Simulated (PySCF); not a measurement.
A PySCF run on InS

State: ²Σ⁺ (doublet), unpaired electrons σ ↑.

An equivalent input (the run itself took its basis sets from the Basis Set Exchange, started from a PBE0 density and held the occupation σ 9α 8β, πx 4α 4β, πy 4α 4β, δx 1α 1β, δy 1α 1β):

```python
from pyscf import gto, scf, cc
mol = gto.M(atom='In 0 0 0; S 0 0 2.301', basis={'In': 'def2-SVP', 'S': 'def2-SVP'}, ecp={'In': 'def2-SVP'},
            charge=0, spin=1, verbose=4, symmetry='C2v')
mf = scf.UHF(mol)
mf.irrep_nelec = {'A1': (10, 9), 'A2': (1, 1), 'B1': (4, 4), 'B2': (4, 4)}
mf.conv_tol = 1e-9
mf.max_cycle = 60
mf.diis_space = 10
mf.kernel()
mycc = cc.CCSD(mf, frozen=[[0, 1, 2, 3, 4, 5, 6, 7, 8, 43], [0, 1, 2, 3, 4, 5, 6, 7, 8, 43]])
mycc.run(conv_tol=1e-7, conv_tol_normt=1e-5, max_cycle=80, diis_space=8)
et = mycc.ccsd_t()
```

The SCF ended at -586.62606118 hartree. The coupled-cluster part of the log:

```
******** <class 'pyscf.cc.uccsd.UCCSD'> ********
CC2 = 0
CCSD nocc = (10, 9), nmo = (34, 34)
frozen orbitals [[0, 1, 2, 3, 4, 5, 6, 7, 8, 43], [0, 1, 2, 3, 4, 5, 6, 7, 8, 43]]
max_cycle = 80
direct = 0
conv_tol = 1e-07
conv_tol_normt = 1e-05
diis_space = 8
diis_start_cycle = 0
diis_start_energy_diff = 1e+09
Init t2, MP2 energy = -0.177707963812854
Init E_corr(UCCSD) = -0.177707963845678
cycle = 1  E_corr(UCCSD) = -0.190312238302103  dE = -0.0126042745  norm(t1,t2) = 0.103641
cycle = 2  E_corr(UCCSD) = -0.198226670626193  dE = -0.00791443232  norm(t1,t2) = 0.0394737
cycle = 3  E_corr(UCCSD) = -0.19948565899001  dE = -0.00125898836  norm(t1,t2) = 0.0296286
cycle = 4  E_corr(UCCSD) = -0.202634444867796  dE = -0.00314878588  norm(t1,t2) = 0.0174221
cycle = 5  E_corr(UCCSD) = -0.202487054741858  dE = 0.000147390126  norm(t1,t2) = 0.00727427
cycle = 6  E_corr(UCCSD) = -0.202467586153273  dE = 1.94685886e-05  norm(t1,t2) = 0.00323637
cycle = 7  E_corr(UCCSD) = -0.202618914397763  dE = -0.000151328244  norm(t1,t2) = 0.00136143
cycle = 8  E_corr(UCCSD) = -0.202587490699562  dE = 3.14236982e-05  norm(t1,t2) = 0.000384946
cycle = 9  E_corr(UCCSD) = -0.202597913933486  dE = -1.04232339e-05  norm(t1,t2) = 0.000151016
cycle = 10  E_corr(UCCSD) = -0.202597754857071  dE = 1.59076415e-07  norm(t1,t2) = 6.33833e-05
cycle = 11  E_corr(UCCSD) = -0.202598473219826  dE = -7.18362755e-07  norm(t1,t2) = 2.91816e-05
cycle = 12  E_corr(UCCSD) = -0.202598596131839  dE = -1.22912014e-07  norm(t1,t2) = 1.43067e-05
cycle = 13  E_corr(UCCSD) = -0.202598858140629  dE = -2.6200879e-07  norm(t1,t2) = 8.00553e-06
cycle = 14  E_corr(UCCSD) = -0.202598933447206  dE = -7.53065771e-08  norm(t1,t2) = 2.73783e-06
UCCSD converged
E(UCCSD) = -586.8286601156616  E_corr = -0.202598933447206
UCCSD(T) correction = -0.0100651456790918
```

T1 diagnostic 0.029, D1 0.086, 19 electrons correlated, 1 of the virtual orbitals (those above 20 hartree) left out.

Repeating this along the bond gives Re = 2.303 Å and ωe = 379 cm⁻¹.

A point of this curve took 3.5 CPU seconds beside 0.11 for the integrals, on Arm Neoverse V1 (shared host).

Correlated steps freeze 9 core orbitals. Spin–orbit coupling is left out. The state is the lowest determinant that a PBE0 search found; another state may lie lower at other levels.
